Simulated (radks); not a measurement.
Effect of the nuclear size on neutral vanadium, [Ar] 3d3 4s2. All-electron calculation, Dirac Kohn-Sham, BLYP, spin-unpolarised, spherical densities, finite nucleus; open shells are shared between the two j in proportion to 2j + 1; Fermi nuclear charge, rms radius 3.6002 fm. Program: a radial shooting solver on a logarithmic mesh with Libxc functionals. The rms radius is varied about that value; shifts are against it.

rms radius (fm),total energy shift (eV),density at nucleus (e/bohr^3),1s1/2 shift (meV),2s1/2 shift (meV),2p1/2 shift (meV),3s1/2 shift (meV)
3.0674,-0.0164,9947,-6.92,-0.589,0.075,-0.078
3.4382,-0.00525,9909,-2.22,-0.189,0.024,-0.025
3.6002,0,9893,0.000,0.000,0.000,0.000
3.9206,0.0111,9865,4.68,0.398,-0.051,0.053
4.1726,0.0204,9844,8.63,0.734,-0.094,0.097

Slopes of the eigenvalues against <r^2> in GHz/fm^2, as finite differences over the two radii next to the reference (eigenvalue slopes, not the field-shift constants of lines): 1s1/2 470, 2s1/2 40.0, 2p1/2 -5.10, 3s1/2 5.30.
